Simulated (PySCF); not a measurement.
## Two-component Hartree-Fock for Ta (tantalum, neutral)

Start: [Xe] 4f14 5d3 6s2; 5d5/2 filled at m_j = +1/2, +3/2, +5/2. Calculated with PySCF 2.14 in x2c-TZVPall-2c with one added diffuse shell each of s, p, d type (12s12p11d2f, 117 functions): generalised Hartree-Fock with the X2C-1e Hamiltonian and a Gaussian nucleus; spin-orbit coupling (SO) screened by Boettger's factors. This is a chosen level, not necessarily the ground level.

```csv
spinor shell,electrons,"ε, screened SO (eV)",weight of nominal j (screened SO),"rms radius, screened SO (bohr)"
1s1/2,2,-67755.3,1.000,0.0211
2s1/2,2,-11777.7,1.000,0.0853
2p1/2,2,-11235.2,1.000,0.0726
3s1/2,2,-2758.2,1.000,0.218
3p1/2,2,-2517.4,1.000,0.210
3p3/2,4,-2237.9,1.000,0.225
3d3/2,4,-1836.0,1.000,0.199
3d5/2,6,-1775.6,1.000,0.203
4s1/2,2,-593.36,1.000,0.488
4p1/2,2,-492.75,1.000,0.497
4p3/2,4,-427.75,1.000,0.530
4d3/2,4,-261.97,1.000,0.557
4d5/2,6,-249.69,1.000,0.569
5s1/2,2,-86.543,1.000,1.19
5p1/2,2,-54.623,0.975,1.33
5p3/2,4,-45.070,0.986,1.43
4f5/2,6,-40.891,0.993,0.703
4f7/2,8,-38.926,0.996,0.706
5d5/2,3,-8.533,0.621,2.39
6s1/2,2,-6.935,0.899,3.70
```

Q: Where does 2p3/2 lie, and what is the 2p spin-orbit splitting (screened SO)?

A: At -9959.4 eV, 1275.8 eV above 2p1/2.

| quantity | screened SO |
| --- | --- |
| E (hartree) | -15610.31073 |
| M_J | 9/2 |
| ⟨J²⟩ | 24.900 |
| ⟨L²⟩ | 12.528 |
| ⟨S²⟩ | 4.148 |

Each row is a mean over spinors that exchange with the open shell spreads, by up to 5.091 eV (5p3/2).

Rows whose weight is well below 1 are mixtures of j = l ± 1/2: exchange outweighs spin-orbit coupling there, and the label is only the starting occupation.

⟨J²⟩ departs a little from M_J(M_J + 1) because the unrestricted spinors polarise the closed shells.

Breit and QED terms are absent; they matter most for the inner s and p1/2 levels.

Densities and radii are taken from the X2C orbitals without a picture-change correction, which distorts them close to the nucleus.
